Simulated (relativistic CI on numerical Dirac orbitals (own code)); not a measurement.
Computed by Dirac-Coulomb-Breit CI, separate exchange-only KLI orbitals for each configuration, model QED, unscaled Slater integrals (own radial code, finite nucleus).

The strongest absorption lines from the ground level of an ion, among the configurations computed and to levels below about 171 eV (vacuum wavelength in nm, gf): 7.5289 (0.033), 7.6936 (0.068), 8.1709 (0.04), 8.1797 (0.053), 8.7381 (0.45), 8.7497 (0.12), 8.9207 (0.28), 9.1344 (0.18).

Q: Which ion is it?
A. Er²⁶⁺
B. Dy²⁴⁺
C. Sm²⁰⁺
D. Dy²²⁺

A: B. Dy²⁴⁺ has 42 electrons and the ground level 4s2 4p6 4d6 5D_4; the strongest line goes to 4s2 4p5 4d7 5P°_3. The pattern of lines fixes the number of electrons, and along that sequence the line energies rise steadily with the charge (about as its square where n changes within one kind of shell, about linearly where n is kept but much faster in heavy ions where fine structure, which grows about as Z⁴, sets the gap, and irregularly where shells cross), which fixes Z. Configurations outside the model, such as inner-shell arrays, can give stronger lines. At this charge energies of transitions that change n are usually good to better than 1 %, and those within a shell (Δn = 0) to a few per cent. Terms inside the open d or f shell come out 10 to 20 % too wide with unscaled integrals.

LS names give the leading component of a level, which can be under half, so a name can repeat, a term be missing and a line seem to break the LS rules.
